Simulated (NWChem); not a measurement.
System: MgHOCl; SMILES [OH][Mg][Cl]

The following NWChem deck was run.

```
start job
memory heap 200 mb stack 900 mb global 1100 mb
geometry units angstroms noautosym nocenter noautoz
  Mg     0.106734     0.418267     0.002237
  Cl    -0.219002    -1.734072    -0.006727
  O      0.319771     2.156101     0.013201
  H      0.653563     3.041854     0.028701
end
basis spherical
  * library def2-tzvpd
end
dft
  xc b3lyp
  iterations 150
end
property
  response 1 0.0773
end
task dft property
```

Excerpt of the output:

```
             Northwest Computational Chemistry Package (NWChem) 7.3.0
             --------------------------------------------------------

                             Geometry "geometry" -> ""
                             -------------------------

 Output coordinates in angstroms (scale by  1.889725989 to convert to a.u.)

  No.       Tag          Charge          X              Y              Z
 ---- ---------------- ---------- -------------- -------------- --------------
    1 Mg                  12.0000     0.10673400     0.41826700     0.00223700
    2 Cl                  17.0000    -0.21900200    -1.73407200    -0.00672700
    3 O                    8.0000     0.31977100     2.15610100     0.01320100
    4 H                    1.0000     0.65356300     3.04185400     0.02870100

 Effective nuclear repulsion energy (a.u.)     105.6241359443

                              NWChem Property Module
                              ----------------------

                                 NWChem DFT Module
                                 -----------------

 Summary of "ao basis" -> "ao basis" (spherical)
 ------------------------------------------------------------------------------
       Tag                 Description            Shells   Functions and Types
 ---------------- ------------------------------  ------  ---------------------
 Mg                        def2-tzvpd               13       35   5s5p3d
 Cl                        def2-tzvpd               16       46   6s6p3d1f
 O                         def2-tzvpd               14       40   6s4p3d1f
 H                         def2-tzvpd                5        9   3s2p

            General Information
            -------------------
          SCF calculation type: DFT
          Wavefunction type:  closed shell.
          No. of atoms     :     4
          No. of electrons :    38
           Alpha electrons :    19
            Beta electrons :    19
          Charge           :     0
          Spin multiplicity:     1
          Use of symmetry is: off; symmetry adaption is: off
          Maximum number of iterations: 150
          AO basis - number of functions:   130
                     number of shells:    48
          Convergence on energy requested:  1.00D-06
          Convergence on density requested:  1.00D-05
          Convergence on gradient requested:  5.00D-04

              XC Information
              --------------
                         B3LYP Method XC Potential
                     Hartree-Fock (Exact) Exchange  0.200
                        Slater Exchange Functional  0.800 local
                    Becke 1988 Exchange Functional  0.720 non-local
              Lee-Yang-Parr Correlation Functional  0.810
                  VWN I RPA Correlation Functional  0.190 local

             Grid Information
             ----------------
          Grid used for XC integration:  medium
          Radial quadrature: Mura-Knowles
          Angular quadrature: Lebedev.
          Tag              B.-S. Rad. Rad. Pts. Rad. Cut. Ang. Pts.
          ---              ---------- --------- --------- ---------
          Mg                  1.50       88          13.0       590
          Cl                  1.00       88          13.0       590
          O                   0.60       49          14.0       434
          H                   0.35       45          15.0       434
          Grid pruning is: on
          Number of quadrature shells:   270
          Spatial weights used:  Erf1

      Superposition of Atomic Density Guess
      -------------------------------------

 Sum of atomic energies:        -734.36879198

      Non-variational initial energy
      ------------------------------

 Total energy =    -734.629435
 1-e energy   =   -1227.930461
 2-e energy   =     387.676889
 HOMO         =      -0.461317
 LUMO         =      -0.100691

   convergence    iter        energy       DeltaE   RMS-Dens  Diis-err
 ---------------- ----- ----------------- --------- --------- ---------
 d= 0,ls=0.0,diis     1   -736.2092084922 -8.42D+02  8.71D-03  1.32D+00
 d= 0,ls=0.0,diis     2   -735.9673885897  2.42D-01  5.62D-03  3.48D+00
 d= 0,ls=0.0,diis     3   -736.3008353739 -3.33D-01  1.19D-03  1.24D-01
 d= 0,ls=0.0,diis     4   -736.3104369208 -9.60D-03  6.12D-04  1.43D-02
 d= 0,ls=0.0,diis     5   -736.3121463633 -1.71D-03  1.07D-04  4.32D-04
  Resetting Diis
 d= 0,ls=0.0,diis     6   -736.3121916903 -4.53D-05  1.44D-05  1.27D-05
 d= 0,ls=0.0,diis     7   -736.3121926648 -9.75D-07  7.60D-06  9.53D-07

         Total DFT energy =     -736.312192664803
      One electron energy =    -1231.058246582270
           Coulomb energy =      443.007992151611
    Exchange-Corr. energy =      -53.886074178463
 Nuclear repulsion energy =      105.624135944319

 Numeric. integr. density =       37.999999846630

                       DFT Final Molecular Orbital Analysis
                       ------------------------------------

 Vector   17  Occ=2.000000D+00  E=-3.129841D-01
              MO Center= -1.9D-01, -1.5D+00, -5.9D-03, r^2= 1.7D+00
   Bfn.  Coefficient  Atom+Function         Bfn.  Coefficient  Atom+Function
  ----- ------------  ---------------      ----- ------------  ---------------
    53      0.506350  2 Cl pz                56      0.351590  2 Cl pz
    50      0.244948  2 Cl pz                44     -0.199950  2 Cl pz
    47     -0.091593  2 Cl pz                90      0.070299  3 O  pz
    93      0.058234  3 O  pz                14      0.056628  1 Mg pz
    96      0.054668  3 O  pz                 8     -0.045143  1 Mg pz

 Vector   18  Occ=2.000000D+00  E=-3.001893D-01
              MO Center=  3.0D-01,  2.0D+00,  1.3D-02, r^2= 1.4D+00
   Bfn.  Coefficient  Atom+Function         Bfn.  Coefficient  Atom+Function
  ----- ------------  ---------------      ----- ------------  ---------------
    88      0.419369  3 O  px                91      0.348553  3 O  px
    94      0.282871  3 O  px                89     -0.137292  3 O  py
    92     -0.117772  3 O  py                87     -0.105607  3 O  s
    51     -0.100074  2 Cl px                 4      0.085903  1 Mg s
    95     -0.083866  3 O  py                54     -0.065622  2 Cl px

 Vector   19  Occ=2.000000D+00  E=-2.993510D-01
              MO Center=  3.1D-01,  2.0D+00,  1.3D-02, r^2= 1.3D+00
   Bfn.  Coefficient  Atom+Function         Bfn.  Coefficient  Atom+Function
  ----- ------------  ---------------      ----- ------------  ---------------
    90      0.442606  3 O  pz                93      0.368877  3 O  pz
    96      0.299538  3 O  pz                53     -0.093728  2 Cl pz
    56     -0.059161  2 Cl pz                14      0.055956  1 Mg pz
    27      0.047615  1 Mg d -1               8     -0.045765  1 Mg pz
    50     -0.045051  2 Cl pz                99      0.043664  3 O  pz

 Vector   20  Occ=0.000000D+00  E=-6.523177D-02
              MO Center=  1.6D-01,  4.3D-01, -2.7D-03, r^2= 6.2D+00
   Bfn.  Coefficient  Atom+Function         Bfn.  Coefficient  Atom+Function
  ----- ------------  ---------------      ----- ------------  ---------------
     5      1.391585  1 Mg s                 87     -0.888724  3 O  s
     4      0.623903  1 Mg s                124      0.348192  4 H  s
    86     -0.238893  3 O  s                  3     -0.204861  1 Mg s
    41     -0.201510  2 Cl s                 16      0.186024  1 Mg py
    40     -0.177483  2 Cl s                 98      0.175608  3 O  py

 Vector   21  Occ=0.000000D+00  E=-2.725709D-03
              MO Center=  1.1D-01,  3.9D-01, -5.2D-04, r^2= 9.9D+00
   Bfn.  Coefficient  Atom+Function         Bfn.  Coefficient  Atom+Function
  ----- ------------  ---------------      ----- ------------  ---------------
    18      0.800913  1 Mg px                15      0.387988  1 Mg px
    12      0.213836  1 Mg px                97     -0.184988  3 O  px
    87     -0.163482  3 O  s                 57     -0.153719  2 Cl px
    51     -0.139693  2 Cl px                54     -0.125585  2 Cl px
    94     -0.114097  3 O  px                88     -0.107809  3 O  px

 Vector   22  Occ=0.000000D+00  E=-2.380405D-03
              MO Center=  1.3D-01,  3.8D-01,  1.1D-02, r^2= 1.0D+01
   Bfn.  Coefficient  Atom+Function         Bfn.  Coefficient  Atom+Function
  ----- ------------  ---------------      ----- ------------  ---------------
    20      0.806300  1 Mg pz                17      0.384815  1 Mg pz
    14      0.214928  1 Mg pz                99     -0.197717  3 O  pz
    59     -0.156106  2 Cl pz                53     -0.143090  2 Cl pz
    56     -0.127851  2 Cl pz                96     -0.115658  3 O  pz
    90     -0.111834  3 O  pz                 8     -0.106343  1 Mg pz

     Multipole analysis of the density
     ---------------------------------

     L   x y z        total         alpha         beta         nuclear
     -   - - -        -----         -----         ----         -------
     0   0 0 0     -0.000000    -19.000000    -19.000000     38.000000

     1   1 0 0      0.259484     -0.597335     -0.597335      1.454154
     1   0 1 0      0.728929      4.303937      4.303937     -7.878944
     1   0 0 1      0.004783     -0.041822     -0.041822      0.088428

[...]

 DFT Linear Response polarizability / au
 Frequency  =       0.0773000 / au
 Wavelength =     589.4353558 / nm
              X              Y              Z
 -----------------------------------------------
 X      38.3794726      1.0801311     -0.0042849
 Y       1.0801316     49.8044233      0.0280443
 Z      -0.0042849      0.0280444     38.3927601
 -----------------------------------------------
 Eigenvalues =      38.2778398     49.9057095     38.3931068
 Isotropic   =      42.1922187
 Anisotropic =      11.5706668
 -----------------------------------------------

 Magnetic Dipole Response Matrix (nonzero elements):
```

Level: B3LYP/def2-TZVPD. The geometry was optimised at PBE0-D3(BJ)/def2-TZVP.
